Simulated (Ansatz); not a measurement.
A nudged elastic band was laid between two geometries of CH$_{5}$NSSi (9 atoms, charge 0, multiplicity 1).

These are results of Ansatz 0.2.0, RKS PBE/6-31G, not measurements.

* movable images: 5
* climbing image: yes
* spring: 5.0 eV/Å²
* optimiser: quadratic models (default)
* start path: through a guess of the saddle point
* force threshold: 0.03 eV/Å
* iteration limit: 60
* end points: relaxed

Initial state:

```xyz
9
Properties=species:S:1:pos:R:3
Si 0.277 1.313 0.240
N -0.175 -0.455 0.419
C -0.203 -1.379 -0.584
S -0.612 -3.020 -0.404
H 0.356 1.553 -1.245
H -0.798 2.155 0.885
H 1.607 1.591 0.902
H -0.430 -0.825 1.341
H 0.067 -0.979 -1.571
```

Final state:

```xyz
9
Properties=species:S:1:pos:R:3
Si 0.894 1.494 0.535
N -0.663 0.039 0.509
C -0.294 -0.948 -0.466
S 0.193 -2.509 -0.072
H 0.586 1.804 -0.972
H -1.491 0.600 0.260
H 1.954 0.400 0.225
H -0.747 -0.358 1.455
H -0.343 -0.568 -1.492
```

(1) Which bonds break or form, and what moves?

(2) What energy profile does the band end with?

(3) What is the geometry of the highest image?

Answers

(1) Bonds broken: Si1–H6. Bonds formed: N2–H6.

(2) The run converged. The highest image is number 3 of 0 to 6, 250.3 kJ/mol above the first end and 106.2 kJ/mol above the last; the last end lies 144.1 kJ/mol above the first. Neighbouring images differ by up to 1.9 eV, so the band resolves the path poorly. A vibrational analysis at the climbing image gives one clearly imaginary mode, 1239i cm⁻¹: a first-order saddle point. The orbitals stay closed-shell, which can raise the energy where a bond breaks towards radicals; this wasn't checked here. Limits of this set-up: no polarisation functions.

| image | path coordinate (Å) | energy (kJ/mol) | Si1–H6 (Å) | N2–H6 (Å) |
| --- | --- | --- | --- | --- |
| 0 | 0.00 | 0.0 | 1.51 | 2.72 |
| 1 | 0.82 | 0.2 | 1.51 | 2.76 |
| 2 | 1.64 | 67.1 | 1.49 | 2.19 |
| 3 | 2.47 | 250.3 | 1.68 | 1.36 |
| 4 | 3.52 | 172.9 | 2.43 | 1.03 |
| 5 | 4.57 | 147.8 | 2.58 | 1.03 |
| 6 | 5.62 | 144.1 | 2.56 | 1.03 |

(3) 
```xyz
9
Properties=species:S:1:pos:R:3
Si 0.391 1.729 0.149
N -0.205 -0.295 0.436
C -0.464 -1.219 -0.550
S -0.593 -2.890 -0.300
H 1.036 1.557 -1.225
H -0.975 0.825 0.501
H 1.552 1.715 1.143
H -0.059 -0.688 1.378
H -0.594 -0.781 -1.549
```

The run took 4.4 min on 1 thread of Arm Neoverse V2, on a shared host, peak memory 0.1 GiB.
